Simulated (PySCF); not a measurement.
Species: C9H8.
Structure used (GFN2-xTB), in Å, numbered top down from 1:
```
atom  x, y, z in Å
C1     4.3434    0.8945    0.0436
C2     3.2254    0.6024   -0.2856
C3     1.9198    0.2478   -0.6734
C4     0.8437    0.5032    0.0750
C5    -0.5193    0.1262   -0.2976
C6    -1.6857    0.9610    0.1566
C7    -1.4571   -0.3782    0.7930
C8    -2.3321   -1.4635    0.4964
C9    -3.0634   -2.3737    0.2267
H10    5.3185    1.1530    0.3300
H11    1.8290   -0.2566   -1.6277
H12    0.9620    1.0097    1.0247
H13   -0.6140   -0.3565   -1.2635
H14   -1.4819    1.8410    0.7484
H15   -2.5223    1.0648   -0.5178
H16   -1.0661   -0.3908    1.8042
H17   -3.7069   -3.1723    0.0094
```

Method: PBE0/def2-SVPD in PySCF (dipole) on a GFN2-xTB geometry, gas phase.

Masses are those of the commonest isotopes; rigid-rotor values at the optimised geometry. The values belong to one conformer with, in the numbering `[CH:1]#[C:2]/[CH:3]=[CH:4]/[C@@H:5]1[CH2:6][C@H:7]1[C:8]#[CH:9]`, C3–C4–C5–C6 -150°.

Q: What are A, B and C (MHz)?

A: Ia = 92.85, Ib = 797.94, Ic = 846.38 u·Å²; 505379 MHz·u·Å²/I gives A = 5443, B = 633.4, C = 597.1 MHz.

Q: Classify the top.

A: A near-prolate asymmetric top; Ray's κ = -0.985.

Q: What does the inertial defect say?

A: Not planar: Δ = Ic − Ia − Ib = -44.41 u·Å². For a rigid frame Δ = −2 Σ m c², so Σ m c² = 22.20 u·Å² lies off the ab plane: 9.54 from hydrogen and 12.66 from heavier atoms. The atom farthest from that plane is 1.62 Å away.

Q: Give the other two planar moments, Paa and Pbb, and the rms extents of the mass along the axes.

A: Paa = Σ m a² = (Ib + Ic − Ia)/2 = 775.73 and Pbb = Σ m b² = (Ia + Ic − Ib)/2 = 70.64 u·Å². With the mass M = 116.06 u, the rms extents √(P/M) along a, b and c are 2.59, 0.78, 0.44 Å.

Q: List the rotational levels J(Ka,Kc) to J = 5 (cm⁻¹).

A: Above 0(0,0):
J = 1: 1(0,1) 0.0410, 1(1,1) 0.2015, 1(1,0) 0.2027
J = 2: 2(0,2) 0.1231, 2(1,2) 0.2824, 2(1,1) 0.2860, 2(2,1) 0.7673, 2(2,0) 0.7673
J = 3: 3(0,3) 0.2462, 3(1,3) 0.4037, 3(1,2) 0.4109, 3(2,2) 0.8904, 3(2,1) 0.8904, 3(3,1) 1.6956, 3(3,0) 1.6956
J = 4: 4(0,4) 0.4103, 4(1,4) 0.5654, 4(1,3) 0.5775, 4(2,3) 1.0546, 4(2,2) 1.0547, 4(3,2) 1.8598, 4(3,1) 1.8598, 4(4,1) 2.9870, 4(4,0) 2.9870
J = 5: 5(0,5) 0.6154, 5(1,5) 0.7676, 5(1,4) 0.7857, 5(2,4) 1.2598, 5(2,3) 1.2600, 5(3,3) 2.0650, 5(3,2) 2.0650, 5(4,2) 3.1923, 5(4,1) 3.1923, 5(5,1) 4.6416, 5(5,0) 4.6416
Those of J = 1 are B + C, A + C and A + B.

Q: Which types of transition are allowed, and where do some lines up to J = 4 fall?

A: The dipole components are |μa| = 0.51 D, |μb| = 0.74 D, |μc| = 0.04 D. The squared components, which scale the intensities, stand as 0.48 : 1.00 : 0.00 (a : b : c). Some lines, for components of 0.1 D or more:

| type | branch | J(Ka,Kc) | MHz | lower level (cm⁻¹) |
| --- | --- | --- | --- | --- |
| a | R | 2(0,2) ← 1(0,1) | 2461 | 0.041 |
| a | R | 3(2,2) ← 2(2,1) | 3691 | 0.767 |
| a | R | 4(1,4) ← 3(1,3) | 4849 | 0.404 |
| b | R | 1(1,1) ← 0(0,0) | 6040 | 0.000 |
| b | R | 2(1,2) ← 1(0,1) | 7234 | 0.041 |
| b | Q | 4(2,2) ← 4(1,3) | 14305 | 0.578 |
| b | Q | 3(2,1) ← 3(1,2) | 14376 | 0.411 |
| b | Q | 4(2,3) ← 4(1,4) | 14665 | 0.565 |
| b | R | 2(2,1) ← 1(1,0) | 16926 | 0.203 |
| b | R | 4(2,2) ← 3(1,3) | 19517 | 0.404 |
| b | Q | 3(3,1) ← 3(2,2) | 24139 | 0.890 |
| b | R | 4(4,1) ← 3(3,0) | 38716 | 1.696 |

Q: Estimate the classical rotational partition function at 25 K, 200 K and 500 K.

A: Point group C1, symmetry number σ = 1; q = (√π/σ)·√((kT/h)³/(ABC)), k/h = 20836.6 MHz/K: 14700 at 25 K, 332000 at 200 K, 1310000 at 500 K.

No GFN2-xTB frequencies stand behind this structure, so it isn't proved a minimum. These are rigid-rotor constants of the computed structure; measured ground-state constants (B0) also hold zero-point vibration.

The run took 49 s wall on Arm Neoverse V1, one thread, shared host, and the process peaked at 1.1 GiB of memory. This is the PBE0/def2-SVPD job that gave the dipole, with the excitations it also computed.
